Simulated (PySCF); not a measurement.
**CH$_{12}$OSi$_{4}$: full NMR table**

| Quantity | Value |
| --- | --- |
| Formula | CH12OSi4 |
| SMILES | [SiH3]OC([SiH3])([SiH3])[SiH3] |
| Point group of the computed structure | Cs |
| Degrees of unsaturation | 0 |
| Carbon signals | 1 |
| Proton signals | 2 |

Molfile (atoms numbered from 1):
```
CH12OSi4
     RDKit          3D

 18 17  0  0  0  0  0  0  0  0999 V2000
    2.3064    0.5219    0.7166 Si  0  0  0  0  0  4  0  0  0  0  0  0
    0.7183    0.3473    0.8870 O   0  0  0  0  0  0  0  0  0  0  0  0
   -0.3689   -0.0452    0.0206 C   0  0  0  0  0  0  0  0  0  0  0  0
   -0.1069   -1.8363   -0.5996 Si  0  0  0  0  0  4  0  0  0  0  0  0
   -1.8307    0.0887    1.2529 Si  0  0  0  0  0  4  0  0  0  0  0  0
   -0.5325    1.1877   -1.4330 Si  0  0  0  0  0  4  0  0  0  0  0  0
    2.6477    1.5358   -0.2876 H   0  0  0  0  0  0  0  0  0  0  0  0
    2.6334    0.9421    2.0728 H   0  0  0  0  0  0  0  0  0  0  0  0
    2.9656   -0.7338    0.3399 H   0  0  0  0  0  0  0  0  0  0  0  0
   -1.3132   -2.2269   -1.3295 H   0  0  0  0  0  0  0  0  0  0  0  0
    1.0505   -1.9010   -1.4967 H   0  0  0  0  0  0  0  0  0  0  0  0
    0.1215   -2.7302    0.5364 H   0  0  0  0  0  0  0  0  0  0  0  0
   -1.5764   -0.8130    2.3773 H   0  0  0  0  0  0  0  0  0  0  0  0
   -3.0904   -0.2706    0.5956 H   0  0  0  0  0  0  0  0  0  0  0  0
   -1.8979    1.4640    1.7490 H   0  0  0  0  0  0  0  0  0  0  0  0
    0.6303    1.0877   -2.3195 H   0  0  0  0  0  0  0  0  0  0  0  0
   -0.6225    2.5553   -0.9204 H   0  0  0  0  0  0  0  0  0  0  0  0
   -1.7431    0.8328   -2.1735 H   0  0  0  0  0  0  0  0  0  0  0  0
  1  2  1  0
  2  3  1  0
  3  4  1  0
  3  5  1  0
  3  6  1  0
  1  7  1  0
  1  8  1  0
  1  9  1  0
  4 10  1  0
  4 11  1  0
  4 12  1  0
  5 13  1  0
  5 14  1  0
  5 15  1  0
  6 16  1  0
  6 17  1  0
  6 18  1  0
M  END
```

Level of theory: σ from GIAO-PBE0/pcSseg-1, geometry from GFN2-xTB, in PySCF (isolated molecule, one computed conformer, no relativistic terms, one averaged value for each set of equivalent atoms).

Referencing at the same level of theory: TMS for $^{1}$H (σref 31.72) and $^{13}$C (σref 186.93) and $^{29}$Si (σref 349.16); H2O for $^{17}$O (σref 336.08).

| carbon | δC, type | δH (multiplicity) | HMBC from (2–3 bonds) | span of the C tensor (ppm) |
| --- | --- | --- | --- | --- |
| C3 | 50.4, C | – | H7/H8/H9, H10/H11/H12/H13/H14/H15/H16/H17/H18 | 123 |

Other nuclei:
| atoms | nucleus | environment | δ (ppm) | σ (ppm) |
| --- | --- | --- | --- | --- |
| H7/H8/H9 | $^{1}$H | hydrogen on a silicon bonded to O | 5.07 | 26.65 |
| H10/H11/H12/H13/H14/H15/H16/H17/H18 | $^{1}$H | hydrogen on a silicon bonded to C | 4.20 | 27.52 |
| Si1 | $^{29}$Si | silicon bonded to O, 3 H | -44.1 | 393.3 |
| Si4/Si5/Si6 | $^{29}$Si | silicon bonded to C, 3 H | -66.2 | 415.3 |
| O2 | $^{17}$O | oxygen bonded to C, Si | -6.2 | 342.2 |

δC 50.4: fully substituted sp3 carbon bonded to O and 3 Si; the inductive effect lowers its shielding. δH 5.07: hydrogen on a silicon bonded to O. δH 4.20: hydrogen on a silicon bonded to C.

Shifts are as computed. Against solution values, carbons near 30 ppm lie about +3 ppm off and those near 130 ppm about +5 ppm. Of 1309 compounds with measured shifts, 239 miss one by over three times the rms of a fit or turn the order of signals round; such compounds aren't used in these exercises. Experimental scales use liquid or dissolved standards, which lie at an offset from isolated H2O (liquid H2O: subtract about 36 ppm). Multiplicities follow the n + 1 count of equivalent neighbours, as no J values were calculated; m marks all less simple cases, F and P coupling included.
